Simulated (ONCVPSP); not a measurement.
Si: one change to an ONCV potential, before and after

* Element: silicon (Si)
* Generator: ONCVPSP 4.0.1
* Type: optimised norm-conserving Vanderbilt (ONCV)
* Functional: PW91
* Relativity: scalar-relativistic
* Frozen core: [Ne]
* Valence charge: 4
* Reference configuration: 3s2 3p2
* Partial waves: 3s: rc 1.85 bohr, ncon 4, nbas 8, qcut 3.5 1/bohr, local; 3p: rc 2.35 bohr, ncon 3, nbas 6, qcut 2.9 1/bohr, 2 projectors, debl 2.7 Ha; d scattering state at 0.13 Ha: rc 2.05 bohr, ncon 4, nbas 8, qcut 5.3 1/bohr, 2 projectors, debl 2.9 Ha
* Local potential: the s channel
* Core correction: Teter function, fcfact 4.5, rcfact 1.05

All-electron outer shells of the reference configuration (PW91, scalar-relativistic, ld1.x):

```json
{"shell": "2s", "level (eV)": "-139.56", "outermost node (bohr)": "0.15", "outermost maximum (bohr)": "0.45"}
{"shell": "2p", "level (eV)": "-95.72", "outermost node (bohr)": "–", "outermost maximum (bohr)": "0.39"}
{"shell": "3s", "level (eV)": "-10.86", "outermost node (bohr)": "0.72", "outermost maximum (bohr)": "1.77"}
{"shell": "3p", "level (eV)": "-4.12", "outermost node (bohr)": "0.72", "outermost maximum (bohr)": "2.14"}
```

Change: s: qcut 2.2; p: qcut 1.8; d: qcut 3.3.

Cutoffs: the cutoffs (Ha) at which the residual kinetic energy of the hardest occupied pseudo-wave falls to 1 and 0.1 mHa per electron; they do not see the model core or the augmentation charge, which bear on the density cutoff. Errors are all-electron minus pseudo energies relative to the spin-unpolarised reference configuration.

Q: What does the change do?

A: The potential gets harder (8.9 Ha and 43 Ha → 41 Ha and 51 Ha); of the 4 tests that both files solve, the error grows in 3 and shrinks in 0 by more than 15 % and 0.3 meV (median size 4.4 → 24.1 meV); neither file shows a bound ghost.

| quantity | base | changed |
| --- | --- | --- |
| cutoff, loose | 8.9 Ha | 41 Ha |
| cutoff, tight | 43 Ha | 51 Ha |
| loose cutoff by channel | s 8.9 Ha, p 3.1 Ha | s 41 Ha, p 4.7 Ha |
| bound ghosts | none | none |
| GHOST(+) flags under 300 eV | none | none |
| error for 3s2 3p1, meV [ΔE 7.78 eV] | +0.2 | +3.9 |
| error for 3s2 3p0, meV [ΔE 23.84 eV] | +8.5 | +44 |
| error for 3s1 3p0, meV [ΔE 57.88 eV] | +79 | +141 |
| error for 3s2 3p1.5, meV [ΔE 2.94 eV] | -0.1 | +0.3 |
| s: phases at 1.88 bohr within 0.05 rad from the reference energy up to (Ha; the scan ends near 5) | 1.6 | 0.9 |
| p: phases at 2.38 bohr within 0.05 rad from the reference energy up to (Ha; the scan ends near 5) | to the end of the scan | to the end of the scan |
| d: phases at 2.08 bohr within 0.05 rad from the reference energy up to (Ha; the scan ends near 5) | to the end of the scan | to the end of the scan |
| rms error of d²Exc/dni dnj with the model core, mHa | 1.25 | 0.96 |

Base: The cutoffs count occupied waves only; projector 2 of the d channel, the hardest unoccupied one, needs 43 Ha at the loose tolerance.
